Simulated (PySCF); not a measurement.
H6Si3, SMILES [SiH3][Si][SiH3] (connectivity only; charge and spin as stated), neutral, multiplicity 1. Heavy atoms are numbered as in [Si:1]([SiH3:2])[SiH3:6]. Hydrogens are named by the atom that carries them.

The structure is a stationary point at B3LYP-D3(BJ)/def2-SVP.

These are KT2/pcSseg-1 run with PySCF values and carry that method's errors.

GIAO shieldings, no solvent; atoms alike by connectivity are averaged. δ = σ(ref) − σ: ²⁹Si against TMS (σ = 361.9 ppm); ¹H against TMS (σ = 31.47 ppm), references at their B3LYP-D3(BJ)/def2-TZVP geometries, non-relativistic.

```tsv
atoms	nucleus	count	δ (ppm)
Si1	²⁹Si	1	1292.0
Si2 (SiH3)	²⁹Si	2	-57.8
H on Si2	¹H	6	___
```

Some entries are withheld; supply them. (Estimate from the structure and the level; the computed values follow.)


- H on Si2, δ (ppm): 5.20
